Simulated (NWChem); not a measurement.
# CH8FNSi2; SMILES N[SiH2][SiH2]CF

```xyz
13

N      1.1927    -1.7072     0.4812
Si    -0.3391    -1.4446    -0.3086
Si    -1.2060     0.7187     0.0883
C      0.3590     1.8145     0.3289
F      1.4071     1.2914    -0.4636
H      1.8809    -0.9665     0.3948
H      1.1926    -2.0918     1.4183
H     -1.2722    -2.4940     0.1906
H     -0.1912    -1.6048    -1.7820
H     -2.0313     0.8401     1.3284
H     -2.0225     1.2528    -1.0412
H      0.6965     1.8077     1.3728
H      0.2112     2.8593     0.0325
```
Atoms are numbered in this order, from 1.

Computed with NWChem. Geometry: optimised at B3LYP/6-31G* (spherical d). Level PBE/def2-SVPD: energy and gradient; each run changes one setting, and changes count from the defaults (medium grid, exact Coulomb integrals, symmetry on).

```json
[
 {"setting": "defaults", "size of the energy change (μHa)": "< 10", "largest change of a gradient component (μHa/bohr)": "< 30", "time, defaults = 1 (rough)": "about 1"},
 {"setting": "extra-fine grid", "size of the energy change (μHa)": "30", "largest change of a gradient component (μHa/bohr)": "70", "time, defaults = 1 (rough)": "3"},
 {"setting": "coarse grid", "size of the energy change (μHa)": "20", "largest change of a gradient component (μHa/bohr)": "500", "time, defaults = 1 (rough)": "about 1"},
 {"setting": "Becke weights", "size of the energy change (μHa)": "20", "largest change of a gradient component (μHa/bohr)": "100", "time, defaults = 1 (rough)": "about 1"}
]
```
